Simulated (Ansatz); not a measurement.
Abridged output of a molecular run in Ansatz:

```
Functional definition: HF
1274 factors; integrals over basis functions are off by at most 1.0e-3 eV
mean field evaluation 1: about -11138.8365 eV, gradient 3.5e1 eV
mean field evaluation 2: about -11139.0573 eV, gradient 3.5e1 eV
mean field evaluation 4: about -11142.2927 eV, gradient 4.3e0 eV
mean field evaluation 8: about -11142.3606 eV, gradient 2.1e-1 eV
mean field -11142.36084543 eV, -409.4742085061 hartree, gradient 6.3e-6 eV, S^2 0.000000; 0 other end points of the search recorded, 0 dependent functions left out
8 core orbitals not correlated: weight in the atoms' cores, before any rotation towards them, 1.000 or more for the frozen orbitals, at most 0.000 for the correlated occupied ones
reference -11142.36084543 eV, -409.4742085061 hartree; 11, 11 occupied and 200, 200 virtual orbitals, 1274 factors
second order -16.35156474 eV of doubles, -0.00000000 eV of singles
cycle   1  -16.94857814 eV  change   -6.0e-1 eV  update   9.4e-2
cycle   2  -17.42386660 eV  change   -4.8e-1 eV  update   2.9e-2
cycle   3  -17.51309149 eV  change   -8.9e-2 eV  update   1.6e-2
cycle   4  -17.50208172 eV  change    1.1e-2 eV  update   5.0e-3
cycle   5  -17.50299742 eV  change   -9.2e-4 eV  update   2.5e-3
cycle   6  -17.50286773 eV  change    1.3e-4 eV  update   6.9e-4
cycle   7  -17.50265569 eV  change    2.1e-4 eV  update   2.2e-4
cycle   8  -17.50272007 eV  change   -6.4e-5 eV  update   7.3e-5
cycle   9  -17.50272492 eV  change   -4.8e-6 eV  update   2.3e-5
perturbative correction -0.74481756 eV, -0.0273715405 hartree
Total energy: -11160.60838791 eV, -410.1447933236 hartree
```

Its atoms:

```xyz
10

B     0.226   -1.302    0.448
N     0.071   -0.101    1.139
C    -0.149    1.014    0.206
Si   -0.022   -0.242   -1.248
H     0.417   -2.368    0.945
H     0.093    0.063    2.138
H    -1.119    1.498    0.351
H     0.636    1.773    0.266
H    -1.263   -0.354   -2.065
H     1.111    0.019   -2.179
```

**Question.** Which basis set was used?
A. def2-QZVPP
B. def2-SVP
C. def2-TZVPP
D. def2-SVPD

**Answer.** C. It gives 219 functions.

**Question.** Write the keys of the input that set method, charge and spin (a neutral closed shell needs none for the last two).

**Answer.** 
```yaml
correlation: {method: ccsd_t}
```
